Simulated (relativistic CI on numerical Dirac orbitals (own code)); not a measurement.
**d1 to d9 in one tetrahedral field**

Computed with a parametric ligand-field model without spin-orbit coupling, by exact diagonalisation: B = 920, C = 3860, 10Dq = -5700 cm⁻¹ (Td; |10Dq|/B = 6.2) for every shell. Energies in cm⁻¹; the field energy is (0.6 n_e − 0.4 n_t2) × 10Dq of the ground term; g labels are left out.

```
Shell  Ground term  Electrons in e  Field energy  First spin-allowed bands  Lowest term of other spin
   d1           2E           1.000         -3420                  2T2 5700                           
   d2          3A2           2.000         -6840        3T2 5700, 3T1 9781                   1E 14304
   d3          4T1           1.892         -3947       4T2 4857, 4A2 10557                   2E 12357
   d4          5T2           2.000         -2280                   5E 5700                  3T1 15500
   d5          6A1           2.000             0                      none                  4T1 25098
   d6           5E           3.000         -3420                  5T2 5700                  3T1 16052
   d7            ?               ?             ?                         ?                          ?
   d8          3T1           3.892         -3947       3T2 4857, 3A2 10557                  1T2 13563
   d9          2T2           4.000         -2280                   2E 5700
```

**Question.** Fill in the row of d7.

**Answer.** Ground term: 4A2; Electrons in e: 4.000; Field energy: -6840; First spin-allowed bands: 4T2 5700, 4T1 9781; Lowest term of other spin: 2E 17390. Every shell keeps the spin of the free ion. Tetrahedral fields of 3d complexes are almost always too weak to pair spins. High-spin d^(n+5) repeats the spin-allowed bands of d^n, since the half-filled shell is spherical.
